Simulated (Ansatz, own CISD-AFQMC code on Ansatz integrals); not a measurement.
CH2N2, SMILES `N#CN` (charge 0, multiplicity 1).

Cartesian coordinates (Å):
SMILES: N#CN
```xyz
5

N      1.8790     0.0972     0.5976
C      0.7533     0.0198     0.3521
N     -0.5372    -0.0903     0.0123
H     -1.0563    -0.8071     0.4976
H     -1.0388     0.7804    -0.0833
```
Charge 0, multiplicity 1.

Frozen-core correlation energies in cc-pVDZ at a geometry from B3LYP-D3(BJ)/def2-TZVP, on an HF energy of -147.92509 Ha (<S^2> = 0.00). Wave-function levels are from Ansatz, the walk from an own CISD-AFQMC code on Ansatz integrals (time step 0.005/Ha, trial state from CCSD amplitudes, largest double 0.08).

```json
[
 {"level": "MP2", "correlation energy (mHa)": "-446.1"},
 {"level": "CCSD", "correlation energy (mHa)": "-460.7"},
 {"level": "CCSD(T)", "correlation energy (mHa)": "-477.3"},
 {"level": "CCSDT(Q)", "correlation energy (mHa)": "-479.4"}
]
```

Q: What correlation energy does phaseless AFQMC give, and where does it lie among these levels?

A: -478.7 ± 0.4 mHa (one standard error). AFQMC minus each level: MP2 -32.6 mHa, CCSD -18.1 mHa, CCSD(T) -1.4 mHa, CCSDT(Q) +0.7 mHa.
